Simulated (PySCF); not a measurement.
Isomers of C3H11NOSi4, one GFN2-xTB conformer each. Single-point energies are computed at PBE0/pcSseg-1 (PySCF, gas phase, no added dispersion term), electronic only.

Problem. Rank them by PBE0/pcSseg-1 energy, lowest first (kJ/mol).
A. `[CH:1]#[C:2][C@@H:3]1[SiH2:4][NH:5][Si@H:6]([O:7][SiH3:8])[SiH2:9]1` with N5–Si6–O7–Si8 -50°, C2–C3–Si4–N5 -160°, C3–Si4–N5–Si6 22°, Si4–N5–Si6–O7 116°, N5–Si6–Si9–C3 -17°
B. `[CH:1]#[C:2][CH2:3][Si@@H:4]1[SiH2:5][Si@H:6]([NH2:7])[Si@@H:8]1[OH:9]` with C2–C3–Si4–Si5 148°, Si5–Si6–N7–H 72° and -151°, Si6–Si8–O9–H -108°, C3–Si4–Si5–Si6 -97°, Si4–Si5–Si6–N7 100°, Si5–Si6–Si8–O9 126°, C3–Si4–Si8–Si6 99°
C. `[CH3:1][O:2][Si@@:3]1([C:4]#[N:5])[SiH2:6][SiH2:7][Si@@H:8]1[CH3:9]` with C1–O2–Si3–C4 -62°, O2–Si3–Si6–Si7 101°, Si3–Si6–Si7–Si8 5°, Si6–Si7–Si8–C9 106°, O2–Si3–Si8–Si7 -110°

Solution. A (0.0), C (89.5), B (165.9).

As drawn, the highest has a four-membered ring and an O–H bond, which the lowest lacks. GFN2-xTB itself gives, in the same order: 0.0, 410.2, 416.4. Both levels put the same isomer lowest; measured from each level's own lowest isomer, the values differ by up to 320.7 kJ/mol (CO[Si@@]1(C#N)[SiH2][SiH2][Si@@H]1C: 410.2 against 89.5).

Problem. Which frontier levels, dipoles and rotational constants go with these structures?

Solution. 
```tsv
SMILES	HOMO (eV, PBE0/pcSseg-1)	LUMO (eV)	dipole (D)	A, B, C (MHz)
C#C[C@@H]1[SiH2]N[Si@H](O[SiH3])[SiH2]1	-7.14	-0.42	1.07	1537, 477.8, 446.0
CO[Si@@]1(C#N)[SiH2][SiH2][Si@@H]1C	-7.46	-2.07	2.98	971.5, 650.3, 551.0
C#CC[Si@@H]1[SiH2][Si@H](N)[Si@@H]1O	-7.04	-1.62	1.26	1146, 676.7, 545.1
```
